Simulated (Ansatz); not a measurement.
Harmonic frequencies (cm⁻¹) at PBE0-D4/def2-TZVP from Ansatz: 30, 67, 87, 196, 290, 304, 403, 432, 520, 563, 589, 708, 761, 859, 940, 940, 1100, 1306, 1921, 1925, 2214, 2228, 2231, 2581.

Each molecule was computed in one conformer, which needn't be the lowest.

(1) Which molecule is it?
A. `F[BH][SnH2][SiH3]`
B. `B[SiH]1BS1`
C. `F[SiH2][BH][SnH3]`
D. `CC(=N)C#N`

Answers

(1) A.
